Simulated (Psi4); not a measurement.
## Worked example: vertical ionisation energy of C6H10O2 (SMILES CC(=O)C(C)C(C)=O)

The species is C6H10O2 (18 atoms), meant as a singlet with charge 0. As SMILES, `CC(=O)C(C)C(C)=O`. The shape is that of a PBE0-D4/def2-TZVP optimisation. This is one conformer, not always the lowest.

Both states at this one shape; open shells run unrestricted unless said. 1 Eh = 27.2114 eV.

| level | program | singlet C6H10O2 (Eh) | doublet [C6H10O2]+ (Eh) | HOMO of the first (eV) |
| --- | --- | --- | --- | --- |
| B2PLYP/def2-TZVP (density fitting, density fitting for correlation), 8 core orbitals frozen | Psi4 | -384.936204 | -384.598137 | -8.73 |
| DSD-PBEP86/def2-TZVP (density fitting, density fitting for correlation), 8 core orbitals frozen | Psi4 | -384.585615 | -384.236297 | -9.76 |

**Question.** Work out the vertical ionisation energy at each level.

**Answer.** 
1. B2PLYP/def2-TZVP (density fitting, density fitting for correlation): -384.598137 − (-384.936204) = 0.338067 Eh = 9.20 eV; −ε(HOMO) = 8.73 eV.
2. DSD-PBEP86/def2-TZVP (density fitting, density fitting for correlation): -384.236297 − (-384.585615) = 0.349318 Eh = 9.51 eV; −ε(HOMO) = 9.76 eV.

No measured value is set beside it here; the levels span 9.20 to 9.51 eV. The reference of the second state is spin-contaminated at DSD-PBEP86/def2-TZVP (density fitting, density fitting for correlation) (⟨S²⟩ = 0.86).
